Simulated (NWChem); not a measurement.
The numbers come from NWChem runs, not from measurements. System: CClF2, charge 0, spin multiplicity 2, at a geometry optimised with UPBE/def2-SVP. The structure started from a generated list of species. Its SCF solution wasn't tested for a lower state. Level: UMP2/def2-TZVP, 8 core orbitals frozen.

The NWChem input:

```
start mol
memory heap 200 mb stack 900 mb global 1100 mb
geometry units angstroms nocenter noautoz
  F      1.065439    -0.079744    -1.092265
  C      0.432488     0.331922     0.000000
  F      1.065439    -0.079744     1.092265
  Cl    -1.280755    -0.032714     0.000000
  symmetry group Cs
end
basis spherical
  * library def2-tzvp
end
scf
  uhf
  nopen 1
  maxiter 100
  thresh 1e-7
  semidirect memsize 60000000 filesize 0
  # guess.movecs holds the orbitals of an unrestricted PBE0 run
  vectors input guess.movecs output mol.movecs
end
mp2
  freeze core 8
end
task mp2 energy
```

Part of the output:

```
             Northwest Computational Chemistry Package (NWChem) 7.3.0
             --------------------------------------------------------

                                NWChem Input Module
                                -------------------

 Scaling coordinates for geometry "geometry" by  1.889725989
 (inverse scale =  0.529177249)

 Turning off AUTOSYM since
 SYMMETRY directive was detected!

                             Geometry "geometry" -> ""
                             -------------------------

 Output coordinates in angstroms (scale by  1.889725989 to convert to a.u.)

  No.       Tag          Charge          X              Y              Z
 ---- ---------------- ---------- -------------- -------------- --------------
    1 F                    9.0000     1.06543900    -0.07974400    -1.09226500
    2 C                    6.0000     0.43248800     0.33192200     0.00000000
    3 F                    9.0000     1.06543900    -0.07974400     1.09226500
    4 Cl                  17.0000    -1.28075500    -0.03271400     0.00000000

 Effective nuclear repulsion energy (a.u.)     156.0361496802

            Nuclear Dipole moment (a.u.)
            ----------------------------
        X                 Y               Z
 ---------------- ---------------- ----------------
    -0.0000094486     0.0000037795     0.0000000000

      Symmetry information
      --------------------

 Group name             Cs
 Group number              2
 Group order               2
 No. of unique centers     3

      Symmetry unique atoms

     1    2    4


 Summary of "ao basis" -> "" (spherical)
 ------------------------------------------------------------------------------
       Tag                 Description            Shells   Functions and Types
 ---------------- ------------------------------  ------  ---------------------
 *                         def2-tzvp                  on all atoms

 Summary of "ao basis" -> "ao basis" (spherical)
 ------------------------------------------------------------------------------
       Tag                 Description            Shells   Functions and Types
 ---------------- ------------------------------  ------  ---------------------
 F                         def2-tzvp                11       31   5s3p2d1f
 C                         def2-tzvp                11       31   5s3p2d1f
 Cl                        def2-tzvp                13       37   5s5p2d1f

                                 NWChem SCF Module
                                 -----------------

  ao basis        = "ao basis"
  functions       =   130
  atoms           =     4
  alpha electrons =    21
  beta  electrons =    20
  charge          =   0.00
  wavefunction    = UHF
  use symmetry    = T
  symmetry adapt  = T

 Summary of "ao basis" -> "ao basis" (spherical)
 ------------------------------------------------------------------------------
       Tag                 Description            Shells   Functions and Types
 ---------------- ------------------------------  ------  ---------------------
 F                         def2-tzvp                11       31   5s3p2d1f
 C                         def2-tzvp                11       31   5s3p2d1f
 Cl                        def2-tzvp                13       37   5s5p2d1f

      Symmetry analysis of basis
      --------------------------

        a'         77
        a"         53

 Forming initial guess at       0.1s

   Symmetry analysis of molecular orbitals - initial alpha
   -------------------------------------------------------
[...]
    4 Cl  17     8.56   1.01  0.22  0.76  0.55  0.41  2.09  0.84  0.54  1.42  0.67  0.01  0.02  0.00

   Mulliken analysis of the beta density
   -------------------------------------

    Atom       Charge   Shell Charges
 -----------   ------   -------------------------------------------------------
    1 F    9     4.59   0.39  0.60  0.30  0.51  0.17  1.10  1.13  0.40  0.00  0.01  0.00
    2 C    6     2.32   0.43  0.57  0.21  0.25 -0.00  0.35  0.35  0.03  0.03  0.10  0.02
    3 F    9     4.59   0.39  0.60  0.30  0.51  0.17  1.10  1.13  0.40  0.00  0.01  0.00
    4 Cl  17     8.49   1.01  0.22  0.76  0.55  0.42  2.09  0.85  0.52  1.38  0.67  0.01  0.02  0.00

   Mulliken analysis of the spin density
   -------------------------------------

    Atom       Charge   Shell Charges
 -----------   ------   -------------------------------------------------------
    1 F    9     0.03   0.00 -0.00  0.00  0.00 -0.01  0.04  0.01 -0.03  0.00  0.00  0.00
    2 C    6     0.89   0.00 -0.01  0.09  0.10  0.05  0.33  0.30  0.03 -0.00  0.00 -0.00
    3 F    9     0.03   0.00 -0.00  0.00  0.00 -0.01  0.04  0.01 -0.03  0.00  0.00  0.00
    4 Cl  17     0.06   0.00  0.00 -0.00  0.00 -0.00  0.00 -0.00  0.02  0.04 -0.01  0.00  0.00  0.00

       Multipole analysis of the density wrt the origin
       ------------------------------------------------

     L   x y z        total         alpha         beta         nuclear
     -   - - -        -----         -----         ----         -------
     0   0 0 0     -0.000000    -21.000000    -20.000000     41.000000

     1   1 0 0     -0.172539     -0.414926      0.242397     -0.000009
     1   0 1 0      0.162871     -0.498460      0.661327      0.000004
     1   0 0 1      0.000000      0.000000      0.000000      0.000000

     2   2 0 0    -20.493848    -99.665147    -97.385074    176.556374
     2   1 1 0      0.492949     -0.458620      0.793487      0.158082
     2   1 0 1     -0.000000     -0.000000     -0.000000      0.000000
     2   0 2 0    -20.230887    -12.916778    -10.148429      2.834320
     2   0 1 1     -0.000000     -0.000000     -0.000000      0.000000
     2   0 0 2    -21.734273    -49.655327    -48.766734     76.687788

                   NWChem MP2 Semi-direct Energy/Gradient Module
                   ---------------------------------------------

  Basis functions       =    130
  Molecular orbitals    =    130
  Frozen core           =      8
  Frozen virtuals       =      0
  Active alpha occupied =     13
  Active beta occupied  =     12
  Active alpha virtual  =    109
  Active beta virtual   =    110
  Use MO symmetry       = T
  Use skeleton AO sym   = T

  AO/Fock/Back tols     =   1.0D-09  1.0D-09  1.0D-09

 GA uses MA = F    GA memory limited = T

 Available:
  local mem=  1.26D+08
 global mem=  1.44D+08
 local disk=  0.00D+00
  mp2_memr nvloc                   109
  nvloc new                   109
   1 passes of  13:        5242880                     105297                  39419291.
   1 passes of  13: M    126149152           G      144145400           F     120906272.

 Semi-direct pass number   1 of   1  for UHF alpha       at        5.1s
  vrange nnbf                  8176
  mp2_eaftype                   150  avail_ma_in_mb                  1099
 EAF : mp2_eaftype filesize         150   19709645.
  mp2_eaf for mointskh                    150
Node 0 wrote     92.7 Mb in      0.1 s     Agg I/O rate:   733.3 Mb/s
 Done moints_semi at        9.6s
  mp2_eaftype                   150  avail_ma_in_mb                   949
 EAF : mp2_eaftype filesize         150   19709645.
  mp2_eaf for kh                   150
 Done maket at        9.9s
 Done multipass loop at        9.9s

 GA uses MA = F    GA memory limited = T

 Available:
  local mem=  1.26D+08
 global mem=  1.44D+08
 local disk=  0.00D+00
  mp2_memr nvloc                   110
  nvloc new                   110
   1 passes of  12:        5242880                     100449                  36722846.
   1 passes of  12: M    126149152           G      144145400           F     120906272.

 Semi-direct pass number   1 of   1  for UHF beta        at        9.9s
  vrange nnbf                  8176
  mp2_eaftype                   140  avail_ma_in_mb                  1099
 EAF : mp2_eaftype filesize         140   18361423.
  mp2_eaf for mointskh                    140
Node 0 wrote     86.3 Mb in      0.1 s     Agg I/O rate:  1417.4 Mb/s
 Done moints_semi at       14.1s
  mp2_eaftype                   140  avail_ma_in_mb                   959
 EAF : mp2_eaftype filesize         140   18361423.
  mp2_eaf for kh                   140
 Done maket at       14.3s
 Done multipass loop at       14.3s

          -------------------------------------------
          SCF energy                -696.301257628758
          Correlation energy          -0.812114378505
          Singlet pairs                0.000000000000
          Triplet pairs                0.000000000000
          Total MP2 energy          -697.113372007263
          -------------------------------------------

          ---------------------------------------------------
                    Spin Component Scaled (SCS) MP2
          Same spin pairs                     -0.215469766221
          Same spin scaling factor             0.333333333333
          Opposite spin pairs                 -0.596644612285
          Opposite spin scaling fact.          1.200000000000
          SCS-MP2 correlation energy          -0.787796790148
          Total SCS-MP2 energy              -697.089054418906
          ---------------------------------------------------

 -----------------------
 Performance information
 -----------------------

 Timer overhead =  9.66D-08 seconds/call

               Nr. of calls         CPU time (s)                 Wall time (s)                GFlops
             ---------------    -------------------     ------------------------------   -------------------
Name         Min   Avg   Max    Min     Avg     Max     Min     Avg     Max   Mx/calls   Min     Max     Sum
mp2: moin     2     2     2    8.8     8.8     8.8      8.8     8.8     8.8     4.4      0.0     0.0     0.0
mp2: make     2     2     2   0.49    0.49    0.49     0.49    0.49    0.49    0.25      0.0     0.0     0.0
mp2: tota     1     1     1    9.3     9.3     9.3      9.3     9.3     9.3     9.3      0.0     0.0     0.0

 The average no. of pstat calls per process was 5.00D+00
 with a timing overhead of 4.83D-07s

 Task  times  cpu:       14.3s     wall:       14.3s

 Total times  cpu:       14.3s     wall:       14.3s
```
